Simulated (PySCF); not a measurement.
NbCl5, SMILES [Cl][Nb]([Cl])([Cl])([Cl])[Cl], multiplicity 1.

Coordinates come from a PBE-D3(BJ)/def2-SVP optimisation. The multiplicity is an assumed one; other spin states were not compared. The isomer is the one that the SMILES or the coordinates give; other isomers of the formula were not compared. The def2 effective core potentials stand for the cores of Nb; spin–orbit coupling is left out.

Level of theory: B3LYP/def2-TZVP (PySCF).

| Item | Result |
|---|---|
| total energy | -2358.42820 hartree |
| point group | D3h |
| highest occupied level | -8.92 eV |
| lowest empty level | -4.61 eV |
| orbital gap | 4.31 eV |
| dipole moment | 0.00 D |
| quadrupole, principal values (traceless, Buckingham form, about the centre of nuclear charge) | -5.36, 2.68, 2.68 D·Å |
| mean static polarisability | 114.6 bohr³ (16.99 Å³) |
| polarisability, principal values | 107.0, 107.0, 130.0 bohr³ |
